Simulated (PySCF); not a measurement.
CH2F3OSi (doublet state).
SMILES with atom numbers: `[F:1][C:2]([F:3])([F:4])[O:5][SiH2:6]` (hydrogens: H7, H8 on Si6)

Cartesian coordinates in Å at the GFN2-xTB level; atoms count from 1:
```
atom  x, y, z in Å
F1    -2.236   -0.442   -0.254
C2    -0.988   -0.178    0.128
F3    -1.049    0.951    0.863
F4    -0.650   -1.142    1.009
O5    -0.184   -0.095   -0.878
Si6    1.455    0.228   -0.719
H7     2.063   -0.878   -0.002
H8     1.598    1.565   -0.171
```

The hyperfine couplings belong to this conformer and change with its torsions.

The calculation used UKS B3LYP, pcH-1 on C F H O Si, non-relativistic, mean-field spin-orbit, GIAO in PySCF. One conformer (not necessarily the lowest) at the GFN2-xTB geometry, without solvent, vibrations or thermal averaging. The geometry wasn't refined by DFT: couplings that depend on bond lengths, twists or pyramidal angles can differ widely from those at the functional's own minimum, by a factor of two or more for some ions and for spin on atoms past the first row. Stability of the SCF solution: not tested.

Question: What is the g tensor, term by term?

Answer: 
```csv
Δg (ppm),1,2,3
relativistic mass correction,-144,-144,-144
gauge correction,55,14,65
orbital Zeeman/spin–orbit,-1187,-44,2289
total,-1277,-174,2210
```

So g = 2.00104, 2.00214, 2.00453 and g_iso = 2.00257; the tensor is rhombic: the two nearest values differ by 32 % of g3 − g1. Axes: g3 points within 9° of the O5–Si6 bond.

Question: What are the electron Larmor frequencies g μB B/h along the three axes at 340 mT?

Answer: 9.5224, 9.5277, 9.5390 GHz for g1, g2 and g3, a range of 16.6 MHz.

Question: Average each term over the three axes. Which is largest in size?

Answer: The orbital-Zeeman/spin–orbit term 353, the mass correction -144 and the gauge correction 44 ppm, for a total of 253 ppm. The orbital-Zeeman/spin–orbit term is the largest in size. The mass correction is the same along every axis, so the anisotropy comes from the other two: their spans along these axes are 51 (gauge) and 3476 ppm (orbital Zeeman/spin–orbit).

Question: In a frozen sample, at which fields do the three g values resonate at 9.5, 34, 94 and 263 GHz (hyperfine left aside), and which band first spreads them over more than twice a line width of 0.3 mT?

Answer: 
```csv
band,GHz,B(g3) mT,B(g2) mT,B(g1) mT,spread mT
X,9.5,338.61,339.01,339.20,0.59
Q,34.0,1211.87,1213.31,1213.98,2.11
W,94.0,3350.46,3354.45,3356.29,5.84
J,263.0,9374.15,9385.31,9390.48,16.33
```

The spread grows in proportion to the frequency. Q band is the first where it exceeds 0.6 mT.

The largest Mulliken spin population is on Si6 (+0.94). The angles at Si6 add up to 334.3°, so it is pyramidal.

The HOMO–LUMO gaps are 6.31 eV among the α and 6.44 eV among the β orbitals.

Cost: about 70 s of CPU time on one thread (with the writing of density and orbital grids); the machine was shared, so the figure is rough.
